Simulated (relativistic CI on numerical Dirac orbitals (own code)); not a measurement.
One change at a time: Ho52+

Base calculation: Dirac-Coulomb-Breit CI, KLI orbitals optimised for each configuration, QED by a radiative potential, unscaled Slater integrals.

CI space (outside the closed core [Ne]): 3s²3p³, 3s3p⁴, 3s²3p²3d, 3p⁵, 3s3p³3d, 3p⁴3d, 3s3p²3d², 3s²3p3d4p, 3p⁴4s, 3s3p²3d4s, 3s²3p²4s, 3p⁴4p, 3s²3p²4p, 3s²3p²4d, 3p³3d4p, 3s3p³4s, 3s²3p²4f, 3s3p³4p, 3s3p³4d, 3s3p³4f, 3s²3p²5s, 3s²3p²5p, 3s²3p4s4p, 3s²3p²5d, 3s²3p²5f, 3s²3p²5g, 3s3p²4s², 3s3p³5s, 3s²3p3d², 3s²3d³, 3s3p3d³, 3s²3d²4s, 3s²3d²4p, 3s²3d²4d, 3p³3d², 3p²3d³, 3p²3d²4s, 3p²3d²4p, 3p²3d²4d, 3s²3p3d4s, 3s3p3d²4s, 3s²3d4s², 3s²3d4s4p, 3s²3d4s4d, 3s3p²3d4p, 3s3p3d²4p, 3s3p3d4s4p, 3s3p3d4p², 3s3p3d4p4d, 3p³3d4s, 3p²3d4s², 3p²3d4s4p, 3p²3d4s4d, 3s²3p4s², 3s3p3d4s², 3s²4s²4p, 3s²4s²4d, 3s²3p4p², 3s²3d4p², 3s²4s4p², 3s²4p³, 3s²4p²4d, 3s3p²4s4p, 3s3p4s²4p, 3s3p4s4p², 3s3p4s4p4d. Double excitations out of closed p, d and f shells are left out; levels of such configurations are missing from the list, as are those of other unlisted configurations, and high levels can miss mixing partners. These lack a partner that the ground configuration has and come out too high: 3s²3p²4f, 3s3p³4d, 3s3p³4f, 3s²3p²5s, 3s²3p²5p.

Variants: (1) Breit term removed. Shifts of the energy above 3s²3p³ ²P°3/2, in eV, for the lowest level and the first level of each name with at least 55 % of one term (blank where a level changes its place among those of its configuration and J or its character, or is not in the variant):

| Level | Base | Δ(1) |
| --- | --- | --- |
| 3s²3p³ ²P°3/2 | 0.000 | 0.000 |
| 3s²3p³ ²D°5/2 | 219.622 | +2.989 |
| 3s²3p³ ²P°1/2 | 233.299 | +2.421 |
| 3s3p⁴ ⁴P5/2 | 358.408 | +0.397 |
| 3s²3p²3d ⁴D1/2 | 411.830 | +3.389 |
| 3s²3p²3d ²G9/2 | 472.076 | +6.023 |
| 3s²3p²3d ²F7/2 | 494.039 | +5.748 |
| 3s3p⁴ ⁴P3/2 | 579.147 | +2.705 |
| 3s3p⁴ ²D5/2 | 594.462 | +3.359 |
| 3s²3p3d² ⁴G°7/2 | 676.781 | +6.555 |
| 3s²3p²3d ⁴F9/2 | 685.886 | +8.219 |

At this charge energies of transitions that change n are usually good to better than 1 %, and those within a shell (Δn = 0) to a few per cent.

Ionisation energy from the two ground configurations alone: base 4801.69 eV; Breit term removed 4805.86 eV. The NIST ASD value (theoretical) is 4802 eV.

LS names give the leading component of a level, which can be under half, so a name can repeat, a term be missing and a line seem to break the LS rules.
